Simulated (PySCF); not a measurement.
Zr(OH)₃ + 3 HCl → ZrCl₃ + 3 H₂O

Level: PBE0 in the def2-TZVP basis family, computed in PySCF with density fitting; scalar-relativistic core potentials for atoms from Rb on, none lighter, no spin–orbit coupling; open shells unrestricted.

```
species                                                                        state and structure       E (Eh)  ZPE (kJ/mol)  H(298 K) − H(0) (kJ/mol)  S° (J/(mol K))
Zr(OH)₃  doublet, C3h, O–H 0.952 Å (×3), Zr–O 1.927 Å (×3); H–O–Zr 173.9° (×3), O–Zr–O 120.0° (×3)   -274.54489          97.1                      23.3           360.4
    HCl                                                                 singlet, C∞v, H–Cl 1.279 Å   -460.66440          17.9                       8.7           186.6
  ZrCl₃                                                           doublet, D3h, Zr–Cl 2.328 Å (×3)  -1427.44599           8.7                      18.4           349.0
    H₂O                                               singlet, C2v, O–H 0.960 Å (×2); H–O–H 105.1°    -76.37736          56.5                       9.9           188.7
```

(1) What is the electronic reaction energy?

(2) Add zero-point, thermal and entropy terms for 298.15 K and 1 bar.

Answers

(1) At PBE0/def2-TZVP, ΔE = -105.0 kJ/mol from the differences of the total energies times 2625.5, downhill. 

(2) ΔZPE = 27.4 and Δ[H(298) − H(0)] = -1.3 kJ/mol give ΔH° = -78.9 kJ/mol. ΔS° = -5.1 J/(mol K), so ΔG° = -78.9 − 298.15 × (-0.0051) = -77 kJ/mol and log₁₀K = 13.6.

Open d or f shells are single determinants, so the state found may not be the ground state. Each species is the lowest minimum found with this bonding; other isomers or fragments can lie lower.
